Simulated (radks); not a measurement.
Results of a calculation; reference values are marked as such.
Tm+, 68 electrons, occupied as [Xe] 4f13 6s1. Level of theory: scalar-relativistic Kohn-Sham, exchange-only LDA, spin-polarised, spherical densities, finite nucleus; open shells are filled with parallel spins first (spin-orbit coupling, left out, can overturn this in heavy ions); Fermi nuclear charge, rms radius 5.2256 fm (a radial shooting solver on a logarithmic mesh with Libxc functionals).

Unscreened Slater integrals over Kohn-Sham orbitals (cm^-1). They are taken over the spin-up orbitals. Empty in this configuration: 5d.

| integral | value |
|---|---|
| F0(4f,4f) | 259180 |
| F2(4f,4f) | 119190 |
| F4(4f,4f) | 74078 |
| F6(4f,4f) | 53104 |
| F0(4f,6s) | 71523 |
| G3(4f,6s) | 2623.3 |
| F0(4f,5p) | 160980 |
| F2(4f,5p) | 53963 |
| G2(4f,5p) | 29364 |
| G4(4f,5p) | 22126 |
| F0(4f,5s) | 184850 |
| G3(4f,5s) | 34840 |
| F0(4f,5d) | 92332 |
| F2(4f,5d) | 18089 |
| F4(4f,5d) | 8350.5 |
| G1(4f,5d) | 9674.8 |
| G3(4f,5d) | 6936.9 |
| G5(4f,5d) | 5071.6 |
| F0(6s,6s) | 55011 |
| F0(6s,5p) | 68458 |
| G1(6s,5p) | 5431.4 |
| F0(6s,5s) | 69605 |
| G0(6s,5s) | 2689.5 |
| F0(6s,5d) | 59615 |
| G2(6s,5d) | 23420 |
| F0(5p,5p) | 134110 |
| F2(5p,5p) | 71510 |
| F0(5p,5s) | 145330 |
| G1(5p,5s) | 95666 |
| F0(5p,5d) | 86768 |
| F2(5p,5d) | 35026 |
| G1(5p,5d) | 37669 |
| G3(5p,5d) | 22635 |
| F0(5s,5s) | 160570 |
| F0(5s,5d) | 89448 |
| G2(5s,5d) | 20942 |
| F0(5d,5d) | 68473 |
| F2(5d,5d) | 33119 |
| F4(5d,5d) | 21012 |

Derived for the open shells (J is the average intra-shell exchange parameter used in DFT+U). 4f: F4/F2 = 0.621, F6/F2 = 0.446, J = (286 F2 + 195 F4 + 250 F6)/6435 = 9605 cm^-1.
